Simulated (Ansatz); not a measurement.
Molecule: C₆H₁₁, charge 0, multiplicity 2. It need not be the lowest isomer of its formula. 
Geometry from a B3LYP-D3(BJ)/def2-TZVP (Ansatz, a quantum-chemistry and plane-wave program) optimisation:
```xyz
17

C      2.8006     0.2459     0.7092
C      1.5619     0.6651     0.0098
C      0.5721    -0.5084    -0.2393
C     -0.6369    -0.0657    -1.0038
C     -1.8897     0.0225    -0.5613
C     -2.4022    -0.3191     0.8033
H      2.8920     0.3241     1.7838
H      3.5849    -0.2759     0.1765
H      1.0367     1.4330     0.5828
H      1.8053     1.1071    -0.9628
H      0.3000    -0.9509     0.7190
H      1.0976    -1.2847    -0.8041
H     -0.4446     0.2390    -2.0294
H     -2.6418     0.3809    -1.2586
H     -1.6174    -0.6585     1.4774
H     -2.8858     0.5488     1.2609
H     -3.1613    -1.1050     0.7471
```
Charge 0, spin multiplicity 2.

Basis-set convergence of Hartree-Fock and MP2 correlation energies (hartree) with Ansatz. Cores are frozen in the correlated levels unless marked. Open shells are spin-unrestricted. Spin-orbit coupling is left out. No relativistic terms.

| basis | functions | E(HF) | E(corr, MP2) |
|---|---|---|---|
| cc-pVDZ | 139 | -233.56380 | -0.81303 |
| cc-pVTZ | 334 | ? | ? |

**Question.** Fill in the missing entries.

**Answer.** 
- cc-pVTZ, E(HF): -233.62785
- cc-pVTZ, E(corr, MP2): -0.99424
